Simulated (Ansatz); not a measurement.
The cluster PtS₃⁻, relaxed as a doublet with UKS r2SCAN-D4/def2-SVPD in Ansatz, starting from the GFN2-xTB geometry. Force threshold 0.02 eV/Å.

In the def2 sets Pt takes a core potential; there is no spin–orbit coupling. The structure comes from a short search, and lower isomers may exist.

Start:

| atom | x (Å) | y (Å) | z (Å) |
| --- | --- | --- | --- |
| Pt1 | 0.009 | -0.058 | 0.515 |
| S2 | -0.288 | 1.138 | -1.463 |
| S3 | 0.236 | -0.795 | -1.686 |
| S4 | 0.042 | -0.285 | 2.634 |

```json
{"step": "1", "energy (eV)": "-35747.2295", "largest force component (eV/Å)": "1.235", "SCF passes": "26"}
{"step": "2", "energy (eV)": "-35747.2828", "largest force component (eV/Å)": "0.143", "SCF passes": "28"}
{"step": "3", "energy (eV)": "-35747.2836", "largest force component (eV/Å)": "0.020", "SCF passes": "31"}
{"step": "4", "energy (eV)": "-35747.2836", "largest force component (eV/Å)": "0.003", "SCF passes": "33"}
{"step": "5", "energy (eV)": "-35747.2836", "largest force component (eV/Å)": "0.005", "SCF passes": "33"}
{"step": "6 (rejected)", "energy (eV)": "-35747.2824", "largest force component (eV/Å)": "0.155", "SCF passes": "42"}
{"step": "7", "energy (eV)": "-35747.2836", "largest force component (eV/Å)": "0.011", "SCF passes": "35"}
{"step": "8", "energy (eV)": "-35747.2837", "largest force component (eV/Å)": "0.020", "SCF passes": "35"}
{"step": "9", "energy (eV)": "-35747.2838", "largest force component (eV/Å)": "0.031", "SCF passes": "38"}
{"step": "10", "energy (eV)": "-35747.2839", "largest force component (eV/Å)": "0.035", "SCF passes": "37"}
{"step": "11 (rejected)", "energy (eV)": "-35747.1431", "largest force component (eV/Å)": "0.986", "SCF passes": "43"}
{"step": "12", "energy (eV)": "-35747.2842", "largest force component (eV/Å)": "0.040", "SCF passes": "38"}
{"step": "13 (rejected)", "energy (eV)": "-35747.2836", "largest force component (eV/Å)": "0.091", "SCF passes": "43"}
{"step": "14", "energy (eV)": "-35747.2862", "largest force component (eV/Å)": "0.040", "SCF passes": "42"}
{"step": "15 (rejected)", "energy (eV)": "-35747.2854", "largest force component (eV/Å)": "0.118", "SCF passes": "35"}
{"step": "16", "energy (eV)": "-35747.2863", "largest force component (eV/Å)": "0.017", "SCF passes": "35"}
{"step": "17", "energy (eV)": "-35747.2863", "largest force component (eV/Å)": "0.006", "SCF passes": "36"}
```

Force components are those of the run's own axes.

End:

```xyz
4

Pt   -0.004   -0.012    0.531
S    -0.290    1.149   -1.456
S     0.248   -0.837   -1.729
S     0.047   -0.301    2.654
```

By distances, no bond broke or formed. The bond that changes most is Pt1–S3, from 2.33 to 2.42 Å (atoms count from 1).

The force fell under the threshold at step 4, but the optimiser went on and released 0.003 eV more. No frequencies were taken in this run, so the end may be a saddle point.

It took 95 s on 2 threads of Arm Neoverse V2 on a shared host.
